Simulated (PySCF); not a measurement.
# Electron correlation in Ag (silver, neutral)

[Kr] 4d9 5s2, 2D determinant (an excited configuration). Computed with PySCF 2.14 in aug-cc-pwCVDZ-PP with ECP28MDF (6s6p5d3f, 70 functions), with scalar relativity through the core potential. Frozen: 4s2 4p6; 11 electrons correlated.

```tsv
level	correlation energy (mhartree)
CCSD	-347.40
(T)	-10.98
CCSD(T)	-358.38
```

Diagnostics: T1 = 0.020, D1 = 0.0693, largest double amplitude 0.054.

Task: Is a single reference adequate?

Result: Yes, within this model without spin-orbit coupling: T1 lies below 0.03 and no double amplitude reaches 0.07.
